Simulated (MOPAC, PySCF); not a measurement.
H$_{3}$InOS$_{2}$, SMILES `[SH][In]([OH])[SH]`, neutral singlet in the gas phase. 

Z-matrix (Å, degrees):
```
In
O 1 1.9746
H 2 0.9605 1 114.96
S 1 2.3634 2 114.60 3 179.99
H 4 1.3415 1 92.53 2 0.02
S 1 2.3722 2 119.55 3 -0.02
H 6 1.3402 1 93.96 2 179.98
```
Charge 0, multiplicity 1.

All levels are single points at this geometry (CAM-B3LYP-D3(BJ)/def2-TZVP); Pople sets use spherical d functions. Orbital energies aren't observables, and empty levels follow the basis.

CAM-B3LYP-D3(BJ)/def2-TZVP in PySCF gives gap (eV) = 8.15.

Q: Estimate the gap (eV) from each of these levels: BP86/6-31G* (LANL2DZ on In) in PySCF; HF/6-31G* (LANL2DZ on In) in PySCF; AM1 in MOPAC; PM6 in MOPAC; PM7 in MOPAC.

A: 
```
level                                 gap (eV)
------------------------------------  --------
BP86/6-31G* (LANL2DZ on In) in PySCF      4.03
HF/6-31G* (LANL2DZ on In) in PySCF       12.06
AM1 in MOPAC                              7.29
PM6 in MOPAC                              8.23
PM7 in MOPAC                              8.25
```
